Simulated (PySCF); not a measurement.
C4H7GeNO.
SMILES: `C#[C][GeH2][NH]C(C)=O`

All values: CAM-B3LYP/def2-SVPD (PySCF, non-relativistic), on one gas-phase PBE0-D3(BJ)/def2-SVP geometry that isn't relaxed in the solvent. The solvent is an IEF-PCM continuum (van der Waals radii × 1.2), and excitations are vertical TDDFT with non-equilibrium linear response and a frozen core. Specific hydrogen bonds and non-electrostatic terms are outside this model. Spin–orbit coupling is left out although an atom past zinc is present.

Gas-phase singlets (H = HOMO, L = LUMO):

| state | E (eV) | λ (nm) | f | leading configuration |
| --- | --- | --- | --- | --- |
| S1 | 5.697 | 218 | 0.000 | H→L+2 48% |
| S2 | 5.977 | 207 | 0.000 | H-2→L 46% |
| S3 | 6.309 | 197 | 0.005 | H-3→L 22% |
| S4 | 6.392 | 194 | 0.001 | H-3→L+3 35% |
| S5 | 6.810 | 182 | 0.005 | H-1→L 78% |

Q: What are the lowest 5 singlets in chloroform (ε = 4.711)?

A: 
```tsv
state	E (eV)	λ (nm)	f	leading configuration	change by rank (eV)
S1	5.856	212	0.000	H→L+3 40%	+0.159
S2	6.058	205	0.000	H-2→L 58%	+0.081
S3	6.369	195	0.007	H-3→L 28%	+0.060
S4	6.444	192	0.001	H-3→L+2 33%	+0.052
S5	6.950	178	0.006	H-1→L 76%	+0.140
```

Q: How do the frontier levels move from gas to chloroform?

A: 
```
orbital  gas (eV)  solvent (eV)  change (eV)
 LUMO+2      1.23          1.25        +0.02
 LUMO+1      1.11          1.14        +0.03
   LUMO      0.63          0.75        +0.12
   HOMO     -9.02         -9.17        -0.15
 HOMO-1     -9.32         -9.33        -0.01
 HOMO-2     -9.49         -9.60        -0.11
 HOMO-3     -9.71         -9.83        -0.12
```

The HOMO–LUMO gap goes from 9.65 to 9.92 eV.

The values belong to the conformer `[CH:1]#[C:2][GeH2:3][NH:4][C:5]([CH3:6])=[O:7]`: C2–Ge3–N4–C5 69°, Ge3–N4–C5–C6 -179°.
